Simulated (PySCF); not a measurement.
**How methods differ on the excitation energy of Pt**

Pt [Xe] 4f14 5d9 6s1 (3D) → Pt [Xe] 4f14 5d9 6p1 (high-spin determinant), as a difference of total energies. Calculation: PySCF 2.14, in def2-QZVPPD with the def2 core potential (60 electrons) (7s5p4d4f2g, 88 functions); scalar relativity through the core potential. Correlated levels: valence: 5s2 5p6 frozen. The calculations carry no spin-orbit coupling.

| method | excitation energy (eV) |
| --- | --- |
| UHF | 4.055 |
| MP2 (valence) | 4.816 |
| SCS-MP2 (valence) | 4.724 |
| CCSD (valence) | 4.560 |
| CCSD(T) (valence) | 4.538 |

How much does correlation contribute at CCSD(T) (valence)?

4.538 − (4.055) = 0.483 eV, measured against UHF.

The determinant of the upper state mixes LS terms, which raises its energy above the lowest term, most at the Hartree-Fock and MP2 levels.
